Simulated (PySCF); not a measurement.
C₅H₁₀O (SMILES C[C@@H]1C[C@@]1(C)O), singlet, at a GFN2-xTB geometry; DF-HF/pcseg-2 in PySCF.

Input for PySCF:
```python
from pyscf import gto, scf

mol = gto.M(
    atom='''
C    -1.385553   -1.091879   -1.113506
C    -0.884830   -0.474272    0.166655
C    -0.818255    1.021770    0.340226
C     0.447966    0.205585    0.273820
C     1.376142    0.350429   -0.911896
O     1.120340   -0.032015    1.481535
H    -0.893384   -2.045726   -1.294599
H    -2.457584   -1.267896   -1.043675
H    -1.203836   -0.441765   -1.965145
H    -1.163916   -1.031155    1.053106
H    -1.065618    1.642508   -0.507624
H    -1.108368    1.436772    1.293551
H     1.953585   -0.562794   -1.044527
H     0.820492    0.551023   -1.821793
H     2.070261    1.174560   -0.742492
H     1.672826    0.730798    1.689119
''',
    basis='pcseg-2',
    charge=0,
    spin=0,
    verbose=4,
    max_memory=1800,
)

mf = scf.RHF(mol)
mf = mf.density_fit(auxbasis='def2-universal-jkfit')
mf.kernel()
```

Output, abridged:

```
PySCF version 2.14.0

[INPUT] verbose = 4
[INPUT] num. atoms = 16
[INPUT] num. electrons = 48
[INPUT] charge = 0
[INPUT] spin (= nelec alpha-beta = 2S) = 0
[INPUT] symmetry False subgroup None
[INPUT] Mole.unit = angstrom
[INPUT] Symbol           X                Y                Z      unit          X                Y                Z       unit  Magmom
[INPUT]  1 C     -1.385553000000  -1.091879000000  -1.113506000000 AA   -2.618315701069  -2.063352271164  -2.104221378060 Bohr   0.0
[INPUT]  2 C     -0.884830000000  -0.474272000000   0.166655000000 AA   -1.672086366799  -0.896244188550   0.314932307289 Bohr   0.0
[INPUT]  3 C     -0.818255000000   1.021770000000   0.340226000000 AA   -1.546277850056   1.930865462297   0.642933960456 Bohr   0.0
[INPUT]  4 C      0.447966000000   0.205585000000   0.273820000000 AA    0.846533053117   0.388499345319   0.517444807428 Bohr   0.0
[INPUT]  5 C      1.376142000000   0.350429000000  -0.911896000000 AA    2.600531488511   0.662214836105  -1.723233694086 Bohr   0.0
[INPUT]  6 O      1.120340000000  -0.032015000000   1.481535000000 AA    2.117135766395  -0.060499581878   2.799695393957 Bohr   0.0
[INPUT]  7 H     -0.893384000000  -2.045726000000  -1.294599000000 AA   -1.688251084068  -3.865861865902  -2.446437551136 Bohr   0.0
[INPUT]  8 H     -2.457584000000  -1.267896000000  -1.043675000000 AA   -4.644160688113  -2.395976194432  -1.972259913055 Bohr   0.0
[INPUT]  9 H     -1.203836000000  -0.441765000000  -1.965145000000 AA   -2.274920338892  -0.834814861418  -3.713585845058 Bohr   0.0
[INPUT] 10 H     -1.163916000000  -1.031155000000   1.053106000000 AA   -2.199482471999  -1.948600541976   1.990081920136 Bohr   0.0
[INPUT] 11 H     -1.065618000000   1.642508000000  -0.507624000000 AA   -2.013726173407   3.103890277407  -0.959270334256 Bohr   0.0
[INPUT] 12 H     -1.108368000000   1.436772000000   1.293551000000 AA   -2.094511965232   2.715105583444   2.444457118157 Bohr   0.0
[INPUT] 13 H      1.953585000000  -0.562794000000  -1.044527000000 AA    3.691740611058  -1.063526524548  -1.973869959714 Bohr   0.0
[INPUT] 14 H      0.820492000000   0.551023000000  -1.821793000000 AA    1.550505167397   1.041282558336  -3.442689825650 Bohr   0.0
[INPUT] 15 H      2.070261000000   1.174560000000  -0.742492000000 AA    3.912226296368   2.219596716869  -1.403106529681 Bohr   0.0
[INPUT] 16 H      1.672826000000   0.730798000000   1.689119000000 AA    3.161182994052   1.381008072380   3.191972301799 Bohr   0.0

nuclear repulsion = 252.269002774208
number of shells = 54
number of NR pGTOs = 446
number of NR cGTOs = 320
basis = pcseg-2
ecp = {}

******** <class 'pyscf.df.df_jk.DFRHF'> ********
method = DFRHF
initial guess = minao
damping factor = 0
level_shift factor = 0
DIIS = <class 'pyscf.scf.diis.CDIIS'>
diis_start_cycle = 1
diis_space = 8
diis_damp = 0
SCF conv_tol = 1e-09
SCF conv_tol_grad = None
SCF max_cycles = 50
direct_scf = False
Set gradient conv threshold to 3.16228e-05
Initial guess from minao.
******** <class 'pyscf.df.df.DF'> ********
auxbasis = def2-universal-jkfit
init E= -271.395700079392
  HOMO = -0.244546462161706  LUMO = 0.0632638289983678  gap/eV = 8.37594
cycle= 1 E= -269.985624081055  delta_E= 1.41  |g|= 0.584  |ddm|= 2.79
  HOMO = -0.382901976570531  LUMO = 0.0886359573789495  gap/eV = 12.83120
cycle= 2 E= -270.061250180367  delta_E= -0.0756  |g|= 0.299  |ddm|= 0.67
  HOMO = -0.377779806493944  LUMO = 0.0948215698271078  gap/eV = 12.86014
cycle= 3 E= -270.077445115462  delta_E= -0.0162  |g|= 0.0774  |ddm|= 0.264
  HOMO = -0.381286555095501  LUMO = 0.0965447188329414  gap/eV = 13.00245
cycle= 4 E= -270.079116307173  delta_E= -0.00167  |g|= 0.00999  |ddm|= 0.0875
  HOMO = -0.382638515605825  LUMO = 0.0963617683505813  gap/eV = 13.03426
cycle= 5 E= -270.079153065816  delta_E= -3.68e-05  |g|= 0.00281  |ddm|= 0.0191
  HOMO = -0.382273445864298  LUMO = 0.0964480409658535  gap/eV = 13.02668
cycle= 6 E= -270.079155904543  delta_E= -2.84e-06  |g|= 0.000965  |ddm|= 0.00596
  HOMO = -0.382454726440335  LUMO = 0.0964470650889364  gap/eV = 13.03158
cycle= 7 E= -270.079156276492  delta_E= -3.72e-07  |g|= 0.000267  |ddm|= 0.00207
  HOMO = -0.38244364419379  LUMO = 0.0964499388332776  gap/eV = 13.03136
cycle= 8 E= -270.079156315656  delta_E= -3.92e-08  |g|= 6.6e-05  |ddm|= 0.000795
  HOMO = -0.382449500543881  LUMO = 0.0964501642050362  gap/eV = 13.03152
cycle= 9 E= -270.079156318105  delta_E= -2.45e-09  |g|= 1.77e-05  |ddm|= 0.000161
  HOMO = -0.382447195089227  LUMO = 0.0964502967813647  gap/eV = 13.03146
cycle= 10 E= -270.079156318264  delta_E= -1.6e-10  |g|= 5.31e-06  |ddm|= 3.71e-05
  HOMO = -0.382448178680312  LUMO = 0.0964502426692118  gap/eV = 13.03149
Extra cycle  E= -270.079156318277  delta_E= -1.28e-11  |g|= 2.35e-06  |ddm|= 1.03e-05
converged SCF energy = -270.079156318277
```
